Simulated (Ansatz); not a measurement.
Reaction (redistribution): `[OH][Zr]([Cl])([Cl])[Cl]` + `[Cl][Ti]([Cl])([Cl])[I]` → `[Cl][Zr]([Cl])([Cl])[I]` + `[OH][Ti]([Cl])([Cl])[Cl]`

Computed with Ansatz on PBE0-D4/def2-TZVP structures; ΔE is electronic, products minus reactants. CCSD(T)/CBS is the MP2 limit (def2-TZVPP, def2-QZVPP) plus CCSD(T) − MP2 in def2-TZVPP, frozen cores. DFT in def2-TZVPP. Elements past krypton have def2 core potentials. For I, Ti, Zr outer-core shells are correlated without core-valence functions, which leaves a few kJ/mol of doubt a bond. Scalar relativity is left out up to krypton. Each species was taken in one conformer, which may not be the lowest.

```tsv
species	PBE-QIDH energy (Eh)
`[OH][Zr]([Cl])([Cl])[Cl]`	-1503.01934
`[Cl][Ti]([Cl])([Cl])[I]`	-2526.93257
`[Cl][Zr]([Cl])([Cl])[I]`	-1724.81927
`[OH][Ti]([Cl])([Cl])[Cl]`	-2305.12972
```

Problem. Work out ΔE.

Solution. ΔE = (-1724.81927) + (-2305.12972) − (-1503.01934) − (-2526.93257) = 0.00292 Eh = +1.8 kcal/mol. CCSD(T)/CBS gives +1.4 kcal/mol.

Problem. What do rigid-rotor, harmonic-oscillator terms from PBE0-D4/def2-TZVP frequencies (298.15 K, 1 bar) make of the CCSD(T)/CBS value? (An estimate is asked.)

Solution. Computed: ΔZPE = -0.2 kcal/mol, ΔH = +1.4 kcal/mol, ΔS = 16 J/(mol·K), ΔG = +0.2 kcal/mol.

Largest T1 diagnostic among the species: 0.024, so the coupled-cluster value is less sure than usual.

From PBE to PBE0 (25 % exact exchange), in def2-TZVPP and without D4, ΔE moves by −1.0 kcal/mol. In def2-TZVPP, CCSD(T) changes the Hartree–Fock value by +4.0 kcal/mol (the triples alone add +2.0 kcal/mol) and MP2 by +7.4 kcal/mol. At CCSD(T), def2-SVP lies +1.2 kcal/mol from the extrapolated value and def2-TZVPP −0.8 kcal/mol.
